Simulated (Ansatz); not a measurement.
Mulliken charges of `[O]=[W]([OH])([OH])([F])[F]` from PBE/def2-TZVPP in Ansatz (PBE0-D4/def2-TZVP geometry).

| atom | x (Å) | y (Å) | z (Å) | charge (e) |
| --- | --- | --- | --- | --- |
| O1 | -1.389 | -0.415 | 1.311 | -0.288 |
| W2 | -0.345 | 0.283 | 0.194 | 1.050 |
| O3 | 1.420 | 0.089 | 0.828 | -0.338 |
| O4 | -0.107 | -1.182 | -0.962 | -0.330 |
| F5 | -1.306 | 1.063 | -1.219 | -0.273 |
| F6 | -0.188 | 2.045 | 0.764 | -0.242 |
| H7 | 1.839 | -0.771 | 0.910 | 0.212 |
| H8 | 0.168 | -1.170 | -1.882 | 0.209 |

Question: By hand: the dipole of these point charges (1 e Å = 4.8032 D).

Answer: Σ q r = (0.420, -0.416, -0.189) e Å, of length 0.621 e Å = 2.98 D.

Question: How does the dipole of the full density compare? (An estimate is asked.)

Answer: Computed: (0.523, -0.456, -0.382) e Å, 3.80 D; the point charges give 0.78 times that, at 12° from its direction.

Point charges leave out the atoms' own dipoles, such as those of lone pairs, and Mulliken's split depends on the basis, so the two needn't agree.
